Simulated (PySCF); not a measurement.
C₆H₁₁B.
Structure used (GFN2-xTB), in Å, numbered top down from 1:
```
atom  x, y, z in Å
C1     0.4087   -1.4015    2.1134
C2    -0.6310   -0.8486    1.5155
C3    -1.1821   -1.2660    0.1916
B4    -0.7996   -0.3272   -1.0271
C5     0.3865    0.6512   -0.9327
C6     1.1880    1.0187   -2.1724
C7     0.2921    2.0306   -1.5715
H8     0.7832   -1.0463    3.0589
H9     0.9332   -2.2371    1.6781
H10   -1.1318   -0.0066    1.9775
H11   -2.2683   -1.3638    0.2699
H12   -0.8044   -2.2643   -0.0552
H13   -1.4178   -0.4099   -2.0214
H14    0.9766    0.6395   -0.0214
H15    0.8980    0.5679   -3.1092
H16    2.2552    1.1317   -2.0550
H17   -0.6205    2.2827   -2.0895
H18    0.7255    2.8554   -1.0260
```

Method: TDDFT wB97X-D/def2-SVPD, vertical, gas phase, core orbitals frozen in the response (PySCF 2.14.0, density-fitted response routines).

Transition dipole moments from the ground state, in atomic units and in the frame of the coordinates above (overall signs are arbitrary), for the states with f of 0.002 or more among the lowest 8:

```csv
state,E (eV),μx,μy,μz
S1,5.562,-0.153,0.123,-0.156
S2,6.321,0.138,-0.034,0.015
S3,6.689,0.065,0.293,-0.386
S4,7.017,0.308,0.892,-0.653
S5,7.295,0.016,0.341,-0.490
S6,7.375,1.115,-0.061,0.616
S8,7.971,-0.201,-0.367,0.176
```

**Question.** What oscillator strength does each state have?

**Answer.** f = (2/3) ΔE |μ|² with ΔE in hartree (27.2114 eV).

| state | \|μ\|² (au) | \|μ\| (D) | f |
| --- | --- | --- | --- |
| S1 | 0.063 | 0.64 | 0.009 |
| S2 | 0.020 | 0.36 | 0.003 |
| S3 | 0.239 | 1.24 | 0.039 |
| S4 | 1.317 | 2.92 | 0.226 |
| S5 | 0.357 | 1.52 | 0.064 |
| S6 | 1.627 | 3.24 | 0.294 |
| S8 | 0.206 | 1.15 | 0.040 |

**Question.** Which bond between heavy atoms lies closest to the direction of the S6 transition dipole?

**Answer.** C1–C2, at 22° from it; next C2–C3 at 42°.

**Question.** What angle do the transition dipoles of S5 and S8 make?

**Answer.** |cos θ| = |μa·μb| / (|μa| |μb|) = 0.79, so θ ≈ 38° (taken between 0 and 90°, since the signs are arbitrary).

**Question.** How is the summed strength of these states shared among x, y and z?

**Answer.** (2/3) Σ ΔE μα² gives 0.256 for x, 0.201 for y and 0.219 for z, 0.675 in all.

**Question.** What peak molar absorption coefficient would the strongest computed level give as a lone Gaussian band 0.4 eV wide at half height?

**Answer.** ε(max) = 2.175×10⁸ f / FWHM, with the width in cm⁻¹. S6: 2.175×10⁸ × 0.2940 / 3226 ≈ 20000 L mol⁻¹ cm⁻¹.

One conformer stands for the species.
